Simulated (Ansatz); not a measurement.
The cluster Be10⁻. Total charge -1; doublet. Geometry PBE0/def2-SVP, that of the neutral singlet; atoms count from 1.

| atom | x (Å) | y (Å) | z (Å) |
| --- | --- | --- | --- |
| Be1 | 1.690 | -0.548 | 0.186 |
| Be2 | -1.624 | -1.491 | 0.312 |
| Be3 | 0.562 | 0.935 | 1.415 |
| Be4 | -1.410 | 0.486 | 0.983 |
| Be5 | 0.663 | 0.191 | -1.647 |
| Be6 | 0.115 | -1.084 | 1.415 |
| Be7 | 0.183 | -1.610 | -0.751 |
| Be8 | -0.464 | 1.672 | -0.424 |
| Be9 | 1.624 | 1.492 | -0.307 |
| Be10 | -1.339 | -0.043 | -1.181 |

The structure comes from a short search, and lower isomers may exist.

Q: Estimate the Mulliken populations from the PBE0/def2-TZVPD orbitals of Ansatz.

A: 
```tsv
atom	charge (e)	spin (α − β)
Be1	-0.07	-0.01
Be2	-0.23	0.56
Be3	-0.07	-0.01
Be4	-0.07	-0.02
Be5	-0.07	-0.02
Be6	-0.07	-0.02
Be7	-0.07	-0.01
Be8	-0.07	-0.01
Be9	-0.23	0.56
Be10	-0.07	-0.01
```
Mulliken values and Mayer orders depend strongly on the basis. With diffuse functions, as here, like atoms can get unlike values, and bond orders can come out too low or too high.

Q: Where does the spin sit?

A: Summed by element: Be 1.00, of 1 unpaired in all. Largest on single atoms: Be9 0.56, Be2 0.56, Be5 -0.02.

Q: And the Mayer bond orders between bonded heavy atoms (over 0.3)?

A: Be1–Be3 0.47 (2.23 Å); Be1–Be5 0.47 (2.23 Å); Be1–Be6 0.40 (2.07 Å); Be1–Be7 0.40 (2.07 Å); Be1–Be9 0.42 (2.10 Å); Be2–Be4 0.42 (2.10 Å); Be2–Be6 0.42 (2.10 Å); Be2–Be7 0.42 (2.10 Å); Be2–Be10 0.42 (2.10 Å); Be3–Be4 0.40 (2.07 Å); Be3–Be6 0.40 (2.07 Å); Be3–Be8 0.47 (2.23 Å); Be3–Be9 0.42 (2.10 Å); Be4–Be6 0.47 (2.23 Å); Be4–Be8 0.40 (2.07 Å); Be4–Be10 0.47 (2.23 Å); Be5–Be7 0.40 (2.07 Å); Be5–Be8 0.47 (2.23 Å); Be5–Be9 0.42 (2.10 Å); Be5–Be10 0.40 (2.07 Å); Be6–Be7 0.47 (2.23 Å); Be7–Be10 0.47 (2.23 Å); Be8–Be9 0.42 (2.10 Å); Be8–Be10 0.40 (2.07 Å). Values over 0.3 also appear between atoms too far apart for a bond (Be1–Be2 0.50 at 3.45 Å; Be1–Be4 0.41 at 3.36 Å; Be1–Be8 0.33 at 3.15 Å; Be1–Be10 0.41 at 3.36 Å; Be2–Be3 0.50 at 3.45 Å; Be2–Be5 0.50 at 3.45 Å; Be2–Be8 0.50 at 3.45 Å; Be3–Be5 0.33 at 3.15 Å); they arise where an orbital or an unpaired electron spreads over both atoms.
